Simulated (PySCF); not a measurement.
## Caesium: a sound run and one with changed settings

Sound run: Cs⁺ [Xe], Cs²⁺ [Kr] 4d10 5s2 5p5. All numbers are calculated (PySCF 2.14, scalar relativity by spin-free X2C-1e, in Sapporo-DKH3-DZP-2012 (8s6p3d, 41 functions)). In the sound run the correlated levels freeze [Kr] 4d10 5s2. The sound run starts from symmetry-adapted Hartree-Fock orbitals and uses a fine grid where one is needed.

Changed run: the non-relativistic Hamiltonian (point nucleus). This setting is unsound on purpose.

```tsv
species	method	sound run (hartree)	changed run (hartree)	converged
Cs⁺	UHF	-7782.51031	-7257.56584	yes
Cs⁺	TPSS	-7785.21875	-7260.47293	yes
Cs⁺	M06-2X	-7786.26127	-7261.48185	yes
Cs⁺	MP2	-7782.59368	-7257.65400	yes
Cs⁺	CCSD(T)	-7782.60232	-7257.66308	yes
Cs²⁺	UHF	-7781.67693	-7256.68364	yes
Cs²⁺	TPSS	-7784.35181	-7259.54378	yes
Cs²⁺	M06-2X	-7785.39563	-7260.56063	yes
Cs²⁺	MP2	-7781.73143	-7256.74133	yes
Cs²⁺	CCSD(T)	-7781.74048	-7256.75101	yes
```

Ionisation energy of Cs⁺:

```json
{"method": "UHF", "sound run (eV)": "22.677", "changed run (eV)": "24.006"}
{"method": "TPSS", "sound run (eV)": "23.591", "changed run (eV)": "25.284"}
{"method": "M06-2X", "sound run (eV)": "23.555", "changed run (eV)": "25.068"}
{"method": "MP2", "sound run (eV)": "23.463", "changed run (eV)": "24.835"}
{"method": "SCS-MP2", "sound run (eV)": "23.420", "changed run (eV)": "24.791"}
{"method": "CCSD", "sound run (eV)": "23.450", "changed run (eV)": "24.816"}
{"method": "CCSD(T)", "sound run (eV)": "23.452", "changed run (eV)": "24.819"}
```

Most of the change in total energy is the relativistic energy itself. On top of that the contraction fixes the core shape for the Hamiltonian it was made with, so the changed run is not a good calculation with the other Hamiltonian either.

For comparison, NIST gives 23.157 eV between the lowest levels.
